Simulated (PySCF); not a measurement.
Species: N-tert-butylacetamide, C6H13NO.
Cartesian coordinates in Å at the PBE0-D3(BJ)/def2-SVP level; atoms count from 1:
```xyz
21
C6H13NO angstrom
C      2.6153   -0.5575    0.0083
C      1.1381   -0.8547    0.1774
O      0.7292   -1.9701    0.4432
N      0.3265    0.2235    0.0083
C     -1.1361    0.2190    0.1274
C     -1.5986    1.6518   -0.1272
C     -1.5471   -0.2186    1.5358
C     -1.7411   -0.7180   -0.9213
H      3.1730   -1.4935    0.1225
H      2.9593    0.1629    0.7664
H      2.8232   -0.1281   -0.9837
H      0.7656    1.1103   -0.1993
H     -2.6930    1.7181   -0.0512
H     -1.3096    1.9887   -1.1358
H     -1.1668    2.3454    0.6122
H     -2.6428   -0.2014    1.6369
H     -1.1191    0.4590    2.2904
H     -1.1881   -1.2365    1.7356
H     -1.3793   -1.7429   -0.7661
H     -1.4591   -0.3951   -1.9351
H     -2.8393   -0.7145   -0.8498
```

Linear response at B3LYP/def2-SVPD (PySCF, frozen core in the response, non-relativistic).

Static isotropic polarisability: 86.43 au (12.81 Å³), principal values 75.9, 85.5, 97.8 au.

**Question.** What is the polarisability at 1064 nm and at the sodium D line?

**Answer.** 87.07 au at 1064 nm (+0.7 %), 88.58 au at 589.3 nm (+2.5 %). The rise at 589.3 nm is 3.36 times that at 1064 nm; a pure ω² law gives 3.26. The lowest singlet lies at 223 nm, shorter than both wavelengths.

**Question.** What is the isotropic C6 coefficient between two such molecules, C6 = (3/π)∫α(iω)² dω?

**Answer.** 3296 au (Eh·bohr⁶) by a ten-point quadrature over imaginary frequencies, which is 1970 eV·Å⁶ or 190 J·nm⁶/mol.

**Question.** Which effective excitation energy ω̄ makes London's formula C6 = (3/4)α²ω̄ exact here?

**Answer.** ω̄ = 4·C6/(3α²) = 0.588 Eh = 16.0 eV. A one-pole form α(ω) = α/(1 − ω²/ω̄²) fitted to the 1064 nm value gives 13.6 eV. London's choice of the ionisation energy (9.22 eV, ΔSCF at the same level) gives C6 = 1900 au, 42 % too low.

**Question.** What three-body coefficient follows from the one-pole estimate C9 = (3/4)·α·C6?

**Answer.** 214000 au. This is an estimate from the two numbers above, not a computed integral.

**Question.** What molar refraction at the D line follows from R = (4π/3)·N_A·α′, with α′ the polarisability volume?

**Answer.** α′ = 13.13 Å³ gives R = 33.11 cm³/mol, for isolated, non-vibrating species.

**Question.** What does −C6/R⁶ come to at R = 12 Å between centres?

**Answer.** -64 J/mol. This is the leading, orientation-averaged term; C8 and higher terms are left out.

**Question.** How many electrons N does the Slater–Kirkwood formula C6 = (3/4)·√N·α^(3/2) need to give this C6?

**Answer.** N = (4·C6/3)²/α³ = 29.9; the species has 64 electrons in all.

**Question.** The lowest 6 singlets have (eV, f): 5.55, 0.001; 6.20, 0.018; 6.31, 0.010; 6.87, 0.117; 7.13, 0.046; 7.23, 0.004. What share of the static polarisability do they carry in the sum over states α = Σ f/ω²?

**Answer.** 3.11 au, 3.6 % of α; the largest term, 1.83 au, is that of the state at 6.87 eV. Their oscillator strengths add up to 0.20. Higher states carry the rest.

One conformer stands for the species.
